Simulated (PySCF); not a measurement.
Spinor energies of Hf⁺ (hafnium, charge +1)

Start: [Xe] 4f14 5d3; 5d5/2 filled at m_j = +1/2, +3/2, +5/2. Calculated with PySCF 2.14 in x2c-SVPall-2c with one added diffuse shell each of s, d type (8s9p10d2f, 99 functions): generalised Hartree-Fock with the X2C-1e Hamiltonian and a Gaussian nucleus; one run each with spin-orbit coupling (SO) switched off, then screened by Boettger's factors. This is a chosen level, not necessarily the ground level.

```
spinor shell  electrons  ε, spin-free (eV)  ε, screened SO (eV)  weight of nominal j (screened SO)  rms radius, screened SO (bohr)
       1s1/2          2           -65692.4             -65674.4                              1.000                          0.0215
       2s1/2          2           -11375.8             -11370.3                              1.000                          0.0869
       2p1/2          2            -9991.1             -10840.5                              1.000                          0.0740
       2p3/2          4            -9991.1              -9642.5                              1.000                          0.0812
       3s1/2          2            -2655.2              -2653.5                              1.000                           0.222
       3p1/2          2            -2234.1              -2418.6                              1.000                           0.214
       3p3/2          4            -2234.1              -2157.2                              1.000                           0.228
       3d3/2          4            -1730.7              -1763.7                              1.000                           0.202
       3d5/2          6            -1730.7              -1707.3                              1.000                           0.206
       4s1/2          2            -569.06              -568.64                              1.000                           0.498
       4p1/2          2            -428.34              -470.94                              1.000                           0.508
       4p3/2          4            -428.34              -410.64                              1.000                           0.541
       4d3/2          4            -242.91              -249.55                              1.000                           0.570
       4d5/2          6            -242.91              -238.26                              1.000                           0.583
       5s1/2          2            -84.672              -84.700                              1.000                            1.23
       5p1/2          2            -48.505              -53.992                              0.971                            1.43
       4f5/2          6            -35.553              -36.422                              0.994                           0.748
       4f7/2          8            -35.553              -34.740                              0.996                           0.754
       5d5/2          3            -12.331              -12.269                              0.682                            2.60
```

(1) Where does 5p3/2 lie, and what is the 5p spin-orbit splitting (screened SO)?

```tsv
quantity	spin-free	screened SO
E (hartree)	-15065.95421	-15081.69501
M_J	9/2	9/2
⟨J²⟩	24.758	24.757
⟨L²⟩	12.005	12.660
⟨S²⟩	3.753	3.635
```

Each row is a mean over spinors that exchange with the open shell spreads, by up to 4.506 eV (5p3/2).

Rows whose weight is well below 1 are mixtures of j = l ± 1/2: exchange outweighs spin-orbit coupling there, and the label is only the starting occupation.

Breit and QED terms are absent; they matter most for the inner s and p1/2 levels.

Densities and radii are taken from the X2C orbitals without a picture-change correction, which distorts them close to the nucleus.

Without spin-orbit coupling the j labels of p, d and f shells carry no meaning; the spin-free column gives the mean over the occupied spinors of each nl shell.

Answers

(1) At -46.268 eV, 7.725 eV above 5p1/2.
